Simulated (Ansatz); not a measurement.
Geometry optimisation, Ansatz 0.2.0, RKS PBE/def2-SVP.

The input (input.yaml):

```yaml
crystal:
  periodic: [false, false, false]
  atoms:
    - { symbol: Sn, position_ang: [0.0, 0.0, 0.0] }
    - { symbol: C, position_ang: [0.0, 0.0, 2.15] }
    - { symbol: H, position_ang: [-0.9996, -0.3092, 2.5205] }
    - { symbol: H, position_ang: [0.7676, -0.7111, 2.5205] }
    - { symbol: H, position_ang: [0.232, 1.0203, 2.5205] }
    - { symbol: H, position_ang: [1.6408, 0.0, -0.5794] }
    - { symbol: C, position_ang: [-1.0126, 1.7544, -0.716] }
    - { symbol: H, position_ang: [-2.0653, 1.5008, -0.9603] }
    - { symbol: H, position_ang: [-0.9943, 2.5391, 0.069] }
    - { symbol: H, position_ang: [-0.5023, 2.131, -1.6269] }
    - { symbol: H, position_ang: [-0.8195, -1.4198, -0.5794] }
basis:
  gaussian: { orbitals: def2-SVP }
hamiltonian:
  xc: pbe
relax:
  f_tol: 0.02
  max_steps: 40
output:
  orbitals: {}
```

Launched with:

```bash
$ ansatz run input.yaml --threads 1 --pin off --max-ram 2048MiB --backend cpu --events-out ev --progress --plain --runs-dir out
```

Question: Where does it end, and by what steps?

Answer: The run converged. The force dipped under the threshold on the way, but the program's further checks kept it going. After 12 steps the energy has fallen by 0.035 eV; H10 moved furthest, 0.59 Å.

```json
{"step": "0", "energy less start (eV)": "0.0000", "largest force component (eV/Å)": "0.284", "accepted": "yes"}
{"step": "1", "energy less start (eV)": "-0.0138", "largest force component (eV/Å)": "0.101", "accepted": "yes"}
{"step": "2", "energy less start (eV)": "-0.0201", "largest force component (eV/Å)": "0.040", "accepted": "yes"}
{"step": "3", "energy less start (eV)": "-0.0256", "largest force component (eV/Å)": "0.021", "accepted": "yes"}
{"step": "4", "energy less start (eV)": "-0.0050", "largest force component (eV/Å)": "0.700", "accepted": "no"}
{"step": "5", "energy less start (eV)": "-0.0291", "largest force component (eV/Å)": "0.038", "accepted": "yes"}
{"step": "6", "energy less start (eV)": "-0.0311", "largest force component (eV/Å)": "0.171", "accepted": "yes"}
{"step": "7", "energy less start (eV)": "-0.0326", "largest force component (eV/Å)": "0.120", "accepted": "yes"}
{"step": "8", "energy less start (eV)": "-0.0327", "largest force component (eV/Å)": "0.120", "accepted": "yes"}
{"step": "9", "energy less start (eV)": "-0.0344", "largest force component (eV/Å)": "0.003", "accepted": "yes"}
{"step": "10", "energy less start (eV)": "-0.0347", "largest force component (eV/Å)": "0.014", "accepted": "yes"}
{"step": "11", "energy less start (eV)": "-0.0347", "largest force component (eV/Å)": "0.036", "accepted": "yes"}
{"step": "12", "energy less start (eV)": "-0.0348", "largest force component (eV/Å)": "0.017", "accepted": "yes"}
```

```xyz
11
Properties=species:S:1:pos:R:3
Sn 0.089 0.058 0.005
C -0.057 -0.058 2.172
H -1.115 -0.172 2.474
H 0.520 -0.926 2.546
H 0.350 0.866 2.628
H 1.755 0.223 -0.455
C -1.043 1.758 -0.742
H -2.112 1.648 -0.475
H -0.655 2.695 -0.297
H -0.953 1.820 -1.844
H -0.533 -1.405 -0.695
```

Whether the end is a true minimum wasn't checked by a vibrational analysis.

Run time: 40 s on 1 thread of Intel(R) Xeon(R) Platinum 8259CL CPU @ 2.50GHz (Skylake/Cascade Lake), on a shared host, peak memory 0.15 GiB.
